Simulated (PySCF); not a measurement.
**Ionisation energy of Ti(2+) by level of theory**

Ti(2+) [Ar] 3d2 [3d3/2^2, M_J = 2] → Ti(3+) [Ar] 3d1 [3d3/2^1, M_J = 3/2], as a difference of total energies. All numbers are calculated (PySCF 2.14, the two-component X2C-1e Hamiltonian, in x2c-TZVPPall-2c (6s7p4d2f1g, 70 functions)). Correlated levels: [Ne] frozen; the 6 highest virtual spinors dropped. "Screened" scales the spin-orbit matrix elements by Boettger's factors to mimic the two-electron term; Breit and QED terms are absent.

```
                    method  ionisation energy (eV)  error (eV)
           GHF (spin-free)                  26.490      -1.002
          GMP2 (spin-free)                  27.168      -0.324
 GHF (screened spin-orbit)                  26.489      -1.003
GMP2 (screened spin-orbit)                  27.161      -0.331
```

Reference: 27.492 eV (measured; NIST Atomic Spectra Database, ionization energies).

Errors of the correlated levels include the incompleteness of this basis and the frozen core.

The labels give the starting determinants; with spin-orbit coupling the two ends relaxed to ⟨J²⟩ = 7.85, ⟨L²⟩ = 12.00, ⟨S²⟩ = 2.00 and ⟨J²⟩ = 4.01, ⟨L²⟩ = 6.01, ⟨S²⟩ = 0.75.

The determinant of Ti(2+) mixes levels of different J (the jj label is only the starting occupation), so the difference between spin-free and spin-orbit rows is not the physical spin-orbit shift.
